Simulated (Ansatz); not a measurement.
Job for Ansatz (a program for electronic structure): R-PBE/def2-TZVPP on CH3ISn (SMILES [CH3][Sn][I]), a point of a torsion scan. Elements past Kr take the def2 small-core potentials; no spin–orbit coupling.

Ansatz 0.2 input:
```yaml
crystal:
  periodic: [false, false, false]
  atoms:
    - {symbol: C, position_ang: [-0.75821016, -0.02691736, -0.01888375]}
    - {symbol: Sn, position_ang: [1.02341397, 1.37196284, 0.01528368]}
    - {symbol: I, position_ang: [2.55312989, 0.06388693, -1.80791379]}
    - {symbol: H, position_ang: [-0.93916010, -0.45707202, 0.97048003]}
    - {symbol: H, position_ang: [-1.67317271, 0.50669555, -0.29197430]}
    - {symbol: H, position_ang: [-0.65263768, -0.85941755, -0.71566137]}
basis:
  gaussian:
    orbitals: def2-TZVPP
hamiltonian:
  xc: {name: PBE}
scf: {lower_state_search: off}
```

The log:

```
WARN ansatz: RAYON_NUM_THREADS=1 ignored (pool sized by the plan → 1); use --threads N
Functional definition: PBE
these checks for a lower state are left out or cut short: stability, starts, cluster_reference, orbital_swaps, neighbouring_geometries, increment
integrals: 0.08 GiB planned
1112 factors; their error is unknown
mean field: 0.60 GiB planned
mean field evaluation 1: about -15006.9261 eV, gradient 6.8e1 eV
mean field evaluation 2: about -14931.4854 eV, gradient 1.4e2 eV
mean field evaluation 4: about -15017.9366 eV, gradient 1.5e1 eV
mean field evaluation 8: about -15018.3706 eV, gradient 1.9e-1 eV
mean field evaluation 16: about -15018.3522 eV, gradient 4.7e-4 eV
mean field -15018.35223992 eV, -551.9142650124 hartree, gradient 6.6e-7 eV, S^2 0.000000; 0 other end points of the search recorded, 0 dependent functions left out
reference -15018.35227831 eV, -551.9142664230 hartree; 28, 28 occupied and 145, 145 virtual orbitals, 1112 factors
Total energy: -15018.35227831 eV, -551.9142664230 hartree
Checks for a lower state left out: stability, starts, cluster_reference, orbital_swaps, neighbouring_geometries, increment
```

The calculation finished and met its thresholds.

Cost: roughly 2.3 core-seconds.
